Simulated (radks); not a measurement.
Results of a calculation; reference values are marked as such.
Effect of the nuclear size on the iridium ion Ir3+, [Xe] 4f14 5d6. Code: a radial shooting solver on a logarithmic mesh with Libxc functionals. Model: Dirac Kohn-Sham, LDA (Slater exchange, Perdew-Wang correlation), spin-unpolarised, spherical densities, finite nucleus; open shells are shared between the two j in proportion to 2j + 1; Fermi nuclear charge, rms radius 5.4032 fm. The rms radius is varied about that value; shifts are against it.

\begin{tabular}{lrrrrrrrrr}
rms radius (fm) & total energy shift (eV) & density at nucleus (e/bohr^3) & 1s1/2 shift (meV) & 2s1/2 shift (meV) & 5s1/2 shift (meV) & 5p1/2 shift (meV) & 5d5/2 shift (meV) & 6s1/2 (empty) shift (meV) & 6p1/2 (empty) shift (meV) \\ \hline
4.436 & -26.1 & 1.953e+06 & -10500 & -1530 & -16.5 & -0.148 & 0.252 & -2.66 & -0.099 \\
5.0466 & -10.0 & 1.86e+06 & -4040 & -585 & -6.34 & -0.057 & 0.096 & -1.02 & -0.038 \\
5.4032 & 0 & 1.813e+06 & 0.000 & 0.000 & 0.000 & 0.000 & 0.000 & 0.000 & 0.000 \\
5.8895 & 14.3 & 1.755e+06 & 5780 & 837 & 9.07 & 0.083 & -0.138 & 1.46 & 0.054 \\
6.3758 & 29.4 & 1.703e+06 & 11900 & 1720 & 18.6 & 0.171 & -0.283 & 2.99 & 0.112 \\
\end{tabular}

Slopes of the eigenvalues against <r^2> in GHz/fm^2, as finite differences over the two radii next to the reference (eigenvalue slopes, not the field-shift constants of lines): 1s1/2 257000, 2s1/2 37300, 5s1/2 404, 5p1/2 3.68, 5d5/2 -6.15, 6s1/2 (empty) 64.9, 6p1/2 (empty) 2.42.
